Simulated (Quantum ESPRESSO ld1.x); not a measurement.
Q: The mean radii <r> (bohr) of the occupied orbitals of an atom or ion are listed with their occupations. Calculated with ld1.x of Quantum ESPRESSO 7.5: Dirac Kohn-Sham, relativistic LDA (MacDonald-Vosko exchange, VWN5 correlation), spin-unpolarised, spherical densities, point nucleus.

| orbital | occ. | <r> |
|---|---|---|
| 1s1/2 | 2 | 0.01907 |
| 2s1/2 | 2 | 0.08006 |
| 2p1/2 | 2 | 0.06634 |
| 2p3/2 | 4 | 0.07403 |
| 3s1/2 | 2 | 0.2089 |
| 3p1/2 | 2 | 0.1986 |
| 3p3/2 | 4 | 0.2130 |
| 3d3/2 | 4 | 0.1866 |
| 3d5/2 | 6 | 0.1910 |
| 4s1/2 | 2 | 0.4695 |
| 4p1/2 | 2 | 0.4756 |
| 4p3/2 | 4 | 0.5086 |
| 4d3/2 | 4 | 0.5292 |
| 4d5/2 | 6 | 0.5407 |
| 5s1/2 | 2 | 1.138 |
| 5p1/2 | 2 | 1.270 |
| 5p3/2 | 4 | 1.382 |
| 4f5/2 | 6 | 0.6703 |
| 4f7/2 | 8 | 0.6832 |
| 6s1/2 | 2 | 3.448 |
| 5d3/2 | 2 | 2.439 |

Name the element and its charge. Open shells, if any, fill j = l - 1/2 first.

A: Z = 72, hafnium, charge 0: Hf in [Xe] 4f14 5d2 6s2. The 1s radius gives Z: for a bare nucleus <r> = (2 gamma + 1)/(2Z) with gamma = sqrt(1 - (Z/c)^2), 0.01876 bohr for Z = 72, and screening makes it slightly larger (0.01907 here). The occupations add up to 72, and the charge is Z minus that.
